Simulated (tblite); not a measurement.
Compound: C₃H₄FN₂S (doublet state).
Cartesian coordinates in Å at the GFN2-xTB level; atoms count from 1:
```xyz
11
C3H4FN2S angstrom
F     -2.1054    0.6147   -0.4355
C     -1.3043   -0.2523    0.2543
C      0.0862   -0.3261   -0.4112
C      0.8609    0.9604   -0.2503
N      1.9646    0.8588    0.3791
S      2.2094   -0.7321    0.8183
N      0.8749   -1.3475    0.1963
H     -1.7773   -1.2375    0.2351
H     -1.2275    0.1144    1.2826
H     -0.0845   -0.5571   -1.4759
H      0.5084    1.9070   -0.6188
```

Level: GFN2-xTB in tblite, geometry and Hessian alike; calculated harmonic values, unscaled, isolated species. Errors from tens to a few hundred cm⁻¹ against measured bands are possible. One conformer, not necessarily the lowest. Open shells enter through the occupations alone, without spin polarisation, and single modes of such species can be off by tens of per cent.

Harmonic wavenumbers (cm⁻¹): 70.4, 120.6, 205.0, 366.6, 394.4, 519.5, 630.0, 680.1, 766.6, 789.9, 874.1, 877.1, 989.0, 1032.8, 1059.3, 1097.7, 1157.8, 1162.7, 1190.7, 1234.3, 1300.9, 1440.9, 1568.4, 2825.0, 2956.2, 2972.1, 3128.0.

A = 6056, B = 1468, C = 1259 MHz; mass 119.008 u (most abundant isotopes); point group C1, symmetry number 1; spin multiplicity 2.

What is the zero-point energy?

Half the sum of the wavenumbers: 15705 cm⁻¹ = 44.90 kcal/mol.

Entropy at 350 K, 1 bar (ideal gas, RRHO, classical rotation)?

Translation 41.06, rotation 28.23, vibration 16.99, spin (R ln 2) 1.38: S = 87.7 cal/(mol K).

And Cp and H(350 K) − H(0)?

Cp = 28.04 cal/(mol K), of which vibrations give 20.09 (their classical limit is 27 R = 53.7); H(350 K) − H(0) = 6.05 kcal/mol without the zero-point energy, 3.27 from vibrations.

What must be added to the electronic energy to get the Gibbs energy at 350 K and 1 bar?

ZPE + [H(350 K) − H(0)] − T·S = 44.90 + 6.05 − 30.68 = 20.27 kcal/mol.

Which modes carry the vibrational entropy at 350 K?

70.4 cm⁻¹: 4.46; 120.6 cm⁻¹: 3.40; 205.0 cm⁻¹: 2.39; 366.6 cm⁻¹: 1.35; 394.4 cm⁻¹: 1.23; 519.5 cm⁻¹: 0.82 cal/(mol K); the other 21 give 3.35 together.

Hindered rotation and anharmonicity are outside this model. Other conformers, if any are populated, would add a mixing term that is left out. The structure is chiral; the term R ln 2 for an equal mix with its mirror image is left out.
